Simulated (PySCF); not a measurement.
# Correlation energy of Rh⁺ (rhodium, charge +1)

[Kr] 4d7 5s1, high-spin 5F determinant (an excited configuration). Calculation: PySCF 2.14, in x2c-TZVPPall with one added diffuse shell each of s, p, d, f type (9s7p7d3f1g, 95 functions); scalar relativity by spin-free X2C-1e. Frozen: [Kr]; 8 electrons correlated.

| level | correlation energy (mhartree) |
| --- | --- |
| CCSD | -186.96 |
| (T) | -5.25 |
| CCSD(T) | -192.21 |

Diagnostics: T1 = 0.0083, D1 = 0.0294, largest double amplitude 0.022.

Cost of the coupled-cluster step: of the order of 40 core-seconds, for 8 correlated electrons.
